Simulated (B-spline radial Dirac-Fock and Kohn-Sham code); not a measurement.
## The K-like isoelectronic sequence (19 electrons), Z = 50 to 58

These are calculated numbers from a radial finite-basis atomic code; the model is Dirac-Fock energy differences between relaxed states, corrected for Breit and QED terms. Binding energies in eV, tabulated ground configurations ([Ar] 3d1 throughout). No correlation.

```
  ion       1s   2p3/2      3s  outermost level  NIST ionisation energy
Sn³¹⁺  30780.3  5474.5  2171.5      1837.0 (3d)                1844 ± 4
Sb³²⁺  32148.2  5751.9  2293.8      1945.6 (3d)                1954 ± 4
Te³³⁺  33549.3  6036.2  2419.6      2057.2 (3d)                2066 ± 5
 I³⁴⁺  34983.8  6327.5  2549.1      2171.9 (3d)                2181 ± 5
Xe³⁵⁺  36452.1  6625.7  2682.1      2289.7 (3d)                2300 ± 5
Cs³⁶⁺  37954.4  6930.9  2818.9      2410.5 (3d)                2422 ± 5
Ba³⁷⁺  39491.1  7243.1  2959.3      2534.4 (3d)                2547 ± 4
La³⁸⁺        ?       ?       ?                ?                       ?
Ce³⁹⁺  42669.2  7888.4  3251.2      2791.5 (3d)                2806 ± 4
```

Task: Fill in the row of La³⁸⁺.

Result: 1s 41062.6, 2p3/2 7562.2, 3s 3103.4, outermost 2661.4 (3d), NIST 2674 ± 4 eV.

NIST's values are for the lowest levels; a dash marks a value that is missing or belongs to another shell. Their kind here: theoretical. Where a p, d or f shell is open in either ion the computed value averages over both j values and all terms, while the table refers to the lowest levels; that difference holds spin-orbit splitting (largest in heavy or highly charged ions), term energies where several electrons share open shells, and correlation, and it can reach 10 % or more.
